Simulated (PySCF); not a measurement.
Two structures of GaH2Br, singlet, reached by relaxing down either side of one saddle point (PBE0-D4/def2-TZVP). Energies are electronic, without zero-point energy. Computed with PySCF 2.14 with density fitting (its default auxiliary sets; JK sets also for MP2 and CCSD(T)) (basis: def2-TZVPP and def2-QZVPP); correlated methods freeze the cores. Filled d shells of the heavier atoms are correlated. The def2 sets are not built for correlating such inner shells, so the correlated values are less sure here. Extrapolation: Hartree–Fock as exp(−7.88 √X), correlation as X^−2.97. First:

Ga1  (-0.132, 0.078, 0.186)
Br2  (1.059, -0.638, -1.640)
H3  (0.617, 1.072, 1.121)
H4  (-1.571, -0.500, 0.312)
(Å)

Second:

Ga1  (-1.052, -0.148, 0.488)
Br2  (2.452, 0.332, -1.132)
H3  (1.139, 0.156, -0.520)
H4  (-2.548, -0.364, 1.169)
(Å)

Question: Which bonds change from the first to the second?

Answer: GaH₂Br ([GaH2][Br]) → GaH + HBr; bonds formed: Br2–H3; bonds broken: Ga1–Br2, Ga1–H3.

Question: Give the saddle point's structure and its height above each. (An estimate is asked for; the value comes from the calculation.)

Answer: By the calculation: 227.9 kJ/mol above the first and 31.7 kJ/mol above the second (CCSD(T) at an estimated basis limit (MP2 extrapolated from triple and quadruple zeta, plus CCSD(T) − MP2 in triple zeta)).
Ga1  (-0.682, 0.149, 0.660)
Br2  (1.538, -0.029, -1.050)
H3  (0.896, 0.701, 0.406)
H4  (-1.751, -0.822, -0.016)
(Å)

No T1 diagnostic of these runs exceeds 0.013. The restricted Hartree–Fock reference is unstable towards an unrestricted one at one or more of these structures.

Labels in which every atom is bracketed show which atoms are joined, not bond orders.

For scale, one of the runs: CCSD(T)/def2-TZVPP, 124 basis functions, launched by `OMP_NUM_THREADS=4 python run.py`. Time: 120 s of wall clock on 4 CPU threads of an Arm Neoverse V1; the host was shared. Peak host memory: 0.78 GiB.
